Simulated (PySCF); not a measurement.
Molecule: `CSc1ccoc1`, C$_{5}$H$_{6}$OS.

Molfile (atoms numbered from 1):
```
C5H6OS
     RDKit          3D

 13 13  0  0  0  0  0  0  0  0999 V2000
    2.4178    0.2665   -0.3279 C   0  0  0  0  0  0  0  0  0  0  0  0
    1.3302   -1.1513   -0.5439 S   0  0  0  0  0  0  0  0  0  0  0  0
   -0.2217   -0.4113   -0.2320 C   0  0  0  0  0  0  0  0  0  0  0  0
   -1.4743   -1.1128   -0.2760 C   0  0  0  0  0  0  0  0  0  0  0  0
   -2.4275   -0.1883    0.0238 C   0  0  0  0  0  0  0  0  0  0  0  0
   -1.8713    1.0146    0.2467 O   0  0  0  0  0  0  0  0  0  0  0  0
   -0.5332    0.8821    0.0923 C   0  0  0  0  0  0  0  0  0  0  0  0
    3.4403   -0.0930   -0.5041 H   0  0  0  0  0  0  0  0  0  0  0  0
    2.3520    0.6668    0.6949 H   0  0  0  0  0  0  0  0  0  0  0  0
    2.1880    1.0592   -1.0556 H   0  0  0  0  0  0  0  0  0  0  0  0
   -1.6287   -2.1654   -0.5015 H   0  0  0  0  0  0  0  0  0  0  0  0
   -3.5096   -0.2443    0.1114 H   0  0  0  0  0  0  0  0  0  0  0  0
    0.0602    1.7785    0.2413 H   0  0  0  0  0  0  0  0  0  0  0  0
  1  2  1  0
  2  3  1  0
  3  4  1  0
  4  5  2  0
  5  6  1  0
  6  7  1  0
  7  3  2  0
  1  8  1  0
  1  9  1  0
  1 10  1  0
  4 11  1  0
  5 12  1  0
  7 13  1  0
M  END
```

Geometry PBE0-D3(BJ)/def2-SVP throughout; GIAO in PySCF, gas phase, one conformer, non-relativistic; equivalent atoms averaged; functional PBE0.

Question: How do the absolute shieldings σ depend on the basis set? (a selection of nuclei; ppm; last column core-seconds on shared hosts with different chips, so compare them loosely)

Answer: 
```tsv
basis set	functions	C5	C7	C3	C1	S2	O6	H12	H13	H11	core-s
STO-3G	45	116.1	121.9	124.0	212.2	699.9	161.5	26.09	26.64	27.13	3.1
pcSseg-0	79	36.4	48.3	57.8	174.6	605.4	24.6	25.50	26.11	26.60	5.4
6-31G	79	61.2	71.2	74.5	181.9	629.2	53.5	25.20	25.74	26.27	6.2
6-31G*	114	60.1	69.5	74.4	177.6	588.8	68.6	24.83	25.38	25.94	9.3
cc-pVDZ	132	57.4	67.0	69.8	179.1	597.9	60.3	24.10	24.62	25.13	14
def2-SVP	132	55.4	65.9	68.3	177.1	608.4	61.0	24.37	24.95	25.20	14
pcSseg-1	156	36.9	48.0	53.9	166.3	540.7	34.5	23.92	24.51	24.86	14
aug-cc-pVDZ	219	55.4	65.6	68.3	175.9	593.3	63.3	23.82	24.36	24.94	31
6-311+G(2d,p)	233	41.1	51.9	56.2	168.5	526.2	40.5	24.05	24.57	25.10	24
def2-TZVP	259	40.1	51.1	54.7	168.9	509.5	37.1	24.03	24.54	25.05	40
cc-pVTZ	298	41.6	52.3	57.1	169.5	562.0	40.0	23.89	24.40	24.90	48
IGLO-III	314	33.6	44.7	48.6	165.8	525.9	33.3	23.89	24.40	24.96	52
```

Question: Which nucleus among those listed moves most, in ppm?

Answer: S2 (sulfide sulfur): from 509.5 ppm with def2-TZVP to 699.9 ppm with STO-3G. The smallest spread is 2.27 ppm, at H11. Proton shifts span only some 12 ppm, so a few tenths of a ppm matter as much there as several ppm in carbon.

Question: Taking the largest basis, IGLO-III (314 functions), as the yardstick, rank the others by their worst heavy-atom deviation.

Answer: 6-311+G(2d,p) 7.7 ppm (233 functions), pcSseg-1 14.8 ppm (156 functions), def2-TZVP 16.4 ppm (259 functions), cc-pVTZ 36.2 ppm (298 functions), 6-31G* 62.9 ppm (114 functions), aug-cc-pVDZ 67.4 ppm (219 functions), cc-pVDZ 72.0 ppm (132 functions), pcSseg-0 79.5 ppm (79 functions), def2-SVP 82.6 ppm (132 functions), 6-31G 103.3 ppm (79 functions), STO-3G 174.1 ppm (45 functions).

A small basis that lands close on one nucleus may do so by chance; judge by the trend and by all nuclei.
